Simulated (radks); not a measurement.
The potassium anion K-, [Ar] 4s2, held by a Watson sphere: a shell of charge +1 at radius R that stands for the Madelung well of a crystal (potential energy -1/R inside, -1/r outside, in hartree with lengths in bohr). Method: non-relativistic Kohn-Sham, r2SCAN, spin-unpolarised, spherical densities, point nucleus; meta-GGA in the generalised Kohn-Sham scheme; computed with a radial shooting solver on a logarithmic mesh with Libxc functionals.

| R (bohr) | e(3s) (eV) | e(3p) (eV) | e(4s) (eV) | <r> 4s (bohr) | sum of <r^2> (bohr^2) | X-ray form factor at sin(theta)/lambda = 0.3 1/angstrom |
|---|---|---|---|---|---|---|
| 2.53 | -39.130 | -22.192 | -3.638 | 4.313 | 62.20 | 10.982 |
| 3.3 | -37.445 | -20.516 | -3.506 | 4.496 | 65.82 | 10.979 |
| 3.68 | -36.948 | -20.013 | -3.409 | 4.617 | 68.22 | 10.980 |
| 3.84 | -36.783 | -19.845 | -3.364 | 4.671 | 69.31 | 10.980 |
| 4.63 | -36.223 | -19.272 | -3.127 | 4.948 | 75.19 | 10.978 |
| 5.05 | -36.037 | -19.081 | -2.998 | 5.094 | 78.50 | 10.976 |
